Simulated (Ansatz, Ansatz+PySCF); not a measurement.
```yaml
atoms:
  - { symbol: H, position_ang: [-0.0264, 0.1490, -0.9637] }
  - { symbol: C, position_ang: [0.0153, -0.5372, -0.0308] }
  - { symbol: F, position_ang: [-0.0227, 0.3113, 1.0277] }
```

Basis set: def2-SVP (spherical functions). Left uncorrelated: 2 orbitals. Charge 0, multiplicity 1.

Computed with Ansatz (development build ahead of 0.2.0); each method stands on the lowest determinant of its kind that the runs found. Restricted open shells among the atoms or ions are ROHF, correlated in semicanonical orbitals with singles.

Q: Give the atomization energy at this shape (free ground-state atoms in the same class of orbitals less the molecule, no zero-point energy) of singlet CHF by RHF-CCSD(T), UHF-CCSD(T), RHF-MP2, UHF-MP2, RHF, UHF.

A:

| method | atomization energy |
| --- | --- |
| RHF-CCSD(T) | 8.58 eV |
| UHF-CCSD(T) | 8.55 eV |
| RHF-MP2 | 8.66 eV |
| UHF-MP2 | 8.57 eV |
| RHF | 5.92 eV |
| UHF | 5.99 eV |

Caution for UHF-CCSD(T), UHF-MP2: a plain start can end on a higher determinant. Caution for UHF-CCSD(T), UHF-MP2, UHF: the unrestricted determinant is spin contaminated.
